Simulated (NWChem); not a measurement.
System: ammonium (NH4 cation); SMILES [NH4+]

The following NWChem deck was run.

```
start job
memory heap 200 mb stack 900 mb global 1100 mb
charge 1
geometry units angstroms noautosym nocenter noautoz
  N      0.000000     0.000000     0.000000
  H     -0.590962    -0.590962    -0.590962
  H      0.590962     0.590962    -0.590962
  H     -0.590962     0.590962     0.590962
  H      0.590962    -0.590962     0.590962
end
basis spherical
  * library def2-tzvp
end
dft
  xc hfexch
  iterations 150
end
property
  efieldgrad
end
task dft property
```

Output (shortened):

```
             Northwest Computational Chemistry Package (NWChem) 7.3.0
             --------------------------------------------------------

                             Geometry "geometry" -> ""
                             -------------------------

 Output coordinates in angstroms (scale by  1.889725989 to convert to a.u.)

  No.       Tag          Charge          X              Y              Z
 ---- ---------------- ---------- -------------- -------------- --------------
    1 N                    7.0000     0.00000000     0.00000000     0.00000000
    2 H                    1.0000    -0.59096200    -0.59096200    -0.59096200
    3 H                    1.0000     0.59096200     0.59096200    -0.59096200
    4 H                    1.0000    -0.59096200     0.59096200     0.59096200
    5 H                    1.0000     0.59096200    -0.59096200     0.59096200

 Effective nuclear repulsion energy (a.u.)      16.3752187520

  xc_inp: hfexch multiplicative factor not found.
                              NWChem Property Module
                              ----------------------

  itol2e modified to match energy
  convergence criterion.

                                 NWChem DFT Module
                                 -----------------

 Summary of "ao basis" -> "ao basis" (spherical)
 ------------------------------------------------------------------------------
       Tag                 Description            Shells   Functions and Types
 ---------------- ------------------------------  ------  ---------------------
 N                         def2-tzvp                11       31   5s3p2d1f
 H                         def2-tzvp                 4        6   3s1p

  itol2e modified to match energy
  convergence criterion.

            General Information
            -------------------
          SCF calculation type: DFT
          Wavefunction type:  closed shell.
          No. of atoms     :     5
          No. of electrons :    10
           Alpha electrons :     5
            Beta electrons :     5
          Charge           :     1
          Spin multiplicity:     1
          Use of symmetry is: off; symmetry adaption is: off
          Maximum number of iterations: 150
          AO basis - number of functions:    55
                     number of shells:    27
          Convergence on energy requested:  1.00D-07
          Convergence on density requested:  1.00D-05
          Convergence on gradient requested:  5.00D-04

              XC Information
              --------------
                     Hartree-Fock (Exact) Exchange  1.000

      Superposition of Atomic Density Guess
      -------------------------------------

 Sum of atomic energies:         -56.31078862

 Renormalizing density from      11.00 to     10

      Non-variational initial energy
      ------------------------------

 Total energy =     -53.157161
 1-e energy   =     -97.511947
 2-e energy   =      27.979567
 HOMO         =      -1.187411
 LUMO         =      -0.288598

   convergence    iter        energy       DeltaE   RMS-Dens  Diis-err
 ---------------- ----- ----------------- --------- --------- ---------
 d= 0,ls=0.0,diis     1    -56.3478627079 -7.27D+01  1.13D-02  2.71D+00
 d= 0,ls=0.0,diis     2    -56.5100977327 -1.62D-01  3.85D-03  5.62D-01
 d= 0,ls=0.0,diis     3    -56.5623542162 -5.23D-02  4.67D-04  2.27D-03
 d= 0,ls=0.0,diis     4    -56.5627678521 -4.14D-04  1.33D-04  8.59D-05
 d= 0,ls=0.0,diis     5    -56.5627850969 -1.72D-05  2.78D-05  1.13D-06
 d= 0,ls=0.0,diis     6    -56.5627853574 -2.61D-07  2.69D-06  3.06D-09
 d= 0,ls=0.0,diis     7    -56.5627853582 -7.65D-10  5.91D-08  7.68D-12

         Total DFT energy =      -56.562785358167
      One electron energy =     -104.908478441480
           Coulomb energy =       39.750187305064
    Exchange-Corr. energy =       -7.779712973726
 Nuclear repulsion energy =       16.375218751974

 Numeric. integr. density =        0.000000000000

                       DFT Final Molecular Orbital Analysis
                       ------------------------------------

 Vector    3  Occ=2.000000D+00  E=-9.994868D-01
              MO Center=  5.6D-05, -2.3D-04,  3.2D-08, r^2= 9.1D-01
   Bfn.  Coefficient  Atom+Function         Bfn.  Coefficient  Atom+Function
  ----- ------------  ---------------      ----- ------------  ---------------
     8      0.358509  1 N  pz                11      0.328101  1 N  pz
    14      0.131701  1 N  pz                33     -0.124277  2 H  s
    39     -0.124170  3 H  s                 45      0.124136  4 H  s
    51      0.124311  5 H  s                 32     -0.097314  2 H  s
    38     -0.097231  3 H  s                 44      0.097204  4 H  s

 Vector    4  Occ=2.000000D+00  E=-9.994868D-01
              MO Center=  7.3D-05,  1.8D-04, -1.4D-01, r^2= 8.9D-01
   Bfn.  Coefficient  Atom+Function         Bfn.  Coefficient  Atom+Function
  ----- ------------  ---------------      ----- ------------  ---------------
     6      0.331009  1 N  px                 9      0.302934  1 N  px
    33     -0.162350  2 H  s                 39      0.162466  3 H  s
     7      0.137700  1 N  py                32     -0.127127  2 H  s
    38      0.127218  3 H  s                 10      0.126020  1 N  py
    12      0.121599  1 N  px                45     -0.067040  4 H  s

 Vector    5  Occ=2.000000D+00  E=-9.994868D-01
              MO Center= -1.3D-04,  5.4D-05,  1.4D-01, r^2= 8.9D-01
   Bfn.  Coefficient  Atom+Function         Bfn.  Coefficient  Atom+Function
  ----- ------------  ---------------      ----- ------------  ---------------
     7      0.331009  1 N  py                10      0.302934  1 N  py
    45      0.162451  4 H  s                 51     -0.162365  5 H  s
     6     -0.137700  1 N  px                44      0.127206  4 H  s
    50     -0.127139  5 H  s                  9     -0.126020  1 N  px
    13      0.121599  1 N  py                33     -0.067025  2 H  s

 Vector    6  Occ=0.000000D+00  E=-1.181026D-01
              MO Center=  4.1D-13, -2.2D-13,  3.4D-13, r^2= 4.8D+00
   Bfn.  Coefficient  Atom+Function         Bfn.  Coefficient  Atom+Function
  ----- ------------  ---------------      ----- ------------  ---------------
     5      2.121363  1 N  s                 34     -0.782479  2 H  s
    40     -0.782479  3 H  s                 46     -0.782479  4 H  s
    52     -0.782479  5 H  s                  3      0.256731  1 N  s
     4     -0.119084  1 N  s                  2     -0.104455  1 N  s
     1     -0.041372  1 N  s

 Vector    7  Occ=0.000000D+00  E=-2.417824D-02
              MO Center=  4.6D-03, -2.1D-03,  5.3D-06, r^2= 5.2D+00
   Bfn.  Coefficient  Atom+Function         Bfn.  Coefficient  Atom+Function
  ----- ------------  ---------------      ----- ------------  ---------------
    52     -1.307851  5 H  s                 34      1.301233  2 H  s
    40      1.304843  3 H  s                 46     -1.298225  4 H  s
    14      0.932460  1 N  pz                 8      0.214034  1 N  pz
    20      0.075509  1 N  d -2              11      0.068990  1 N  pz
    51      0.047809  5 H  s                 33     -0.047567  2 H  s

 Vector    8  Occ=0.000000D+00  E=-2.417824D-02
              MO Center= -1.0D-03, -1.2D-03, -9.1D-01, r^2= 4.3D+00
   Bfn.  Coefficient  Atom+Function         Bfn.  Coefficient  Atom+Function
  ----- ------------  ---------------      ----- ------------  ---------------
    34      1.841742  2 H  s                 40     -1.839521  3 H  s
    12      0.690418  1 N  px                13      0.626746  1 N  py
     6      0.158476  1 N  px                 7      0.143861  1 N  py
    52     -0.090087  5 H  s                 46      0.087866  4 H  s
    33     -0.067326  2 H  s                 39      0.067244  3 H  s

     Multipole analysis of the density
     ---------------------------------

     L   x y z        total         alpha         beta         nuclear
     -   - - -        -----         -----         ----         -------
     0   0 0 0      1.000000     -5.000000     -5.000000     11.000000

     1   1 0 0     -0.000000     -0.000000     -0.000000      0.000000
     1   0 1 0      0.000000      0.000000      0.000000      0.000000
     1   0 0 1     -0.000000     -0.000000     -0.000000      0.000000

     2   2 0 0     -3.190529     -4.089553     -4.089553      4.988578
     2   1 1 0      0.000000      0.000000      0.000000      0.000000
     2   1 0 1     -0.000000     -0.000000     -0.000000      0.000000
     2   0 2 0     -3.190529     -4.089553     -4.089553      4.988578
     2   0 1 1      0.000000      0.000000      0.000000      0.000000
     2   0 0 2     -3.190529     -4.089553     -4.089553      4.988578

          -----------------------
          Electric field gradient
          -----------------------

 1 a.u. = 0.324123 10**(16) esu/cm**3  ( or statvolts/cm**2 ) = 0.97174 10**(22) v/m**2

 ------------------------------------------------------------
   Atom      X         Y         Z
 ------------------------------------------------------------
    1 N    0.00000   0.00000   0.00000
 ------------------------------------------------------------

 Electric field gradient in molecular frame (a.u.)
         XX             YY             ZZ             XY             XZ             YZ
 ------------------------------------------------------------------------------------------
        0.000000       0.000000      -0.000000       0.000000       0.000000      -0.000000

 Principal components (a.u.) and orientation
 of principal axis w.r.t. absolute frame                      Asymmetry parameter eta
 --------------------------------------------------------------------------------------
       -0.000000       0.000000       0.000000                       0.000000

        0.000000       0.000000       1.000000
       -0.000000       1.000000       0.000000
        1.000000      -0.000000       0.000000

 ------------------------------------------------------------
   Atom      X         Y         Z
 ------------------------------------------------------------
    2 H   -1.11676  -1.11676  -1.11676
 ------------------------------------------------------------

 Electric field gradient in molecular frame (a.u.)
         XX             YY             ZZ             XY             XZ             YZ
 ------------------------------------------------------------------------------------------
        0.000000       0.000000      -0.000000      -0.174033      -0.174033      -0.174033

 Principal components (a.u.) and orientation
 of principal axis w.r.t. absolute frame                      Asymmetry parameter eta
 --------------------------------------------------------------------------------------
       -0.348066       0.174033       0.174033                       0.000000

        0.577350       0.707099      -0.408262
        0.577350      -0.707115      -0.408235
        0.577350       0.000016       0.816497

 ------------------------------------------------------------
   Atom      X         Y         Z
 ------------------------------------------------------------
    3 H    1.11676   1.11676  -1.11676
 ------------------------------------------------------------

 Electric field gradient in molecular frame (a.u.)
         XX             YY             ZZ             XY             XZ             YZ
 ------------------------------------------------------------------------------------------
        0.000000       0.000000      -0.000000      -0.174033       0.174033       0.174033

 Principal components (a.u.) and orientation
 of principal axis w.r.t. absolute frame                      Asymmetry parameter eta
 --------------------------------------------------------------------------------------
       -0.348066       0.174033       0.174033                       0.000000

        0.577350       0.707107       0.408248
        0.577350      -0.707107       0.408248
       -0.577350       0.000000       0.816497

 ------------------------------------------------------------
   Atom      X         Y         Z
 ------------------------------------------------------------
    4 H   -1.11676   1.11676   1.11676
 ------------------------------------------------------------

 Electric field gradient in molecular frame (a.u.)
         XX             YY             ZZ             XY             XZ             YZ
 ------------------------------------------------------------------------------------------
        0.000000       0.000000      -0.000000       0.174033       0.174033      -0.174033

 Principal components (a.u.) and orientation
 of principal axis w.r.t. absolute frame                      Asymmetry parameter eta
 --------------------------------------------------------------------------------------
       -0.348066       0.174033       0.174033                       0.000000

        0.577350       0.707117       0.408231
       -0.577350       0.707097      -0.408265
       -0.577350       0.000020       0.816497

 ------------------------------------------------------------
   Atom      X         Y         Z
 ------------------------------------------------------------
    5 H    1.11676  -1.11676   1.11676
 ------------------------------------------------------------

 Electric field gradient in molecular frame (a.u.)
         XX             YY             ZZ             XY             XZ             YZ
 ------------------------------------------------------------------------------------------
        0.000000       0.000000      -0.000000       0.174033      -0.174033       0.174033

 Principal components (a.u.) and orientation
 of principal axis w.r.t. absolute frame                      Asymmetry parameter eta
 --------------------------------------------------------------------------------------
       -0.348066       0.174033       0.174033                       0.000000

        0.577350       0.707091      -0.408275
       -0.577350       0.707122       0.408221
        0.577350       0.000031       0.816497
```

Level: Hartree-Fock/def2-TZVP. The geometry was optimised at PBE0-D3(BJ)/def2-TZVP. NWChem prints the field gradient with the sign opposite to the second derivative of the potential.
